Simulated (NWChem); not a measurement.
System: C2H5ClTe; SMILES CC[Te]Cl

```xyz
9

Te    -0.7129     0.1628    -0.0002
Cl     1.2815     1.4657     0.0225
C      0.2893    -1.6609     0.5851
C      1.3295    -2.1421    -0.4024
H     -0.5405    -2.3768     0.7133
H      0.7131    -1.4630     1.5799
H      2.1141    -1.3838    -0.5429
H      0.8882    -2.3601    -1.3861
H      1.8113    -3.0615    -0.0303
```
Atoms are numbered in this order, from 1.

Level: PBE0/def2-SVP with def2 effective core potentials on Te (NWChem), optimised geometry, unscaled harmonic frequencies. def2 effective core potentials on Te; no spin-orbit coupling.

```
frequency (cm⁻¹)  IR intensity (km/mol)
----------------  ---------------------
74                                  0.3
130                                 1.3
263                                 0.1
268                                 0.0
369                                20.1
504                                 1.6
708                                 8.8
962                                 8.6
983                                 1.6
1079                                1.3
1218                               39.4
1245                                4.1
1387                                7.0
1431                                3.6
1458                               10.4
1473                                4.2
3053                               21.7
3079                                4.8
3145                                6.1
3155                                1.0
3172                                5.6
```

- zero-point energy = 41.7 kcal/mol
- thermal correction to the enthalpy at 298.15 K (with zero-point energy) = 46.1 kcal/mol
- heat capacity Cv = 18.8 cal/(mol K)
- entropy at 298.15 K and 1 atm (symmetry number 1) = 82.1 cal/(mol K)

Rigid rotor and harmonic oscillator; modes under 100 cm⁻¹ make the entropy uncertain.
